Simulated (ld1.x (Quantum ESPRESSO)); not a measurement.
# u(r) = r·R(r): atom against pseudo-atom (F)

Columns: radius, all-electron u(r) and pseudo u(r) of the 2s shell (level -67.75 eV) of fluorine in the configuration [He] 2s2 2p3; PBEsol, scalar-relativistic, RRKJ scheme, ld1.x (Quantum ESPRESSO) 7.5.

```tsv
r (bohr)	all-electron	pseudo
0.050	0.4145	-0.0738
0.100	0.4866	-0.1452
0.150	0.3795	-0.2142
0.200	0.1884	-0.2841
0.250	-0.0318	-0.3604
0.300	-0.2498	-0.4484
0.350	-0.4489	-0.5499
0.400	-0.6213	-0.6615
0.450	-0.7640	-0.7746
0.500	-0.8769	-0.8781
0.550	-0.9621	-0.9621
0.600	-1.0220	-1.0220
0.650	-1.0599	-1.0599
0.700	-1.0791	-1.0791
0.750	-1.0826	-1.0826
0.800	-1.0732	-1.0732
0.850	-1.0534	-1.0534
0.900	-1.0254	-1.0254
0.950	-0.9913	-0.9913
1.000	-0.9526	-0.9526
1.050	-0.9106	-0.9106
1.100	-0.8665	-0.8665
1.150	-0.8212	-0.8212
1.200	-0.7756	-0.7756
1.250	-0.7301	-0.7301
1.300	-0.6854	-0.6854
```

Problem. How many radial nodes do the two functions have?

Solution. The all-electron 2s function has n − l − 1 = 1; the pseudo-wave has 0, since the states of the same l below it are removed with the core.

Problem. At about which radius was the pseudo-wave matched?

Solution. 0.55 bohr, where the columns begin to agree (steps of 0.05 bohr).

Problem. Is the pseudo-wave norm-conserving?

Solution. Yes: the RRKJ scheme keeps the norm inside the radius equal to the all-electron one, which fixes the energy derivative of the logarithmic derivative at the level.
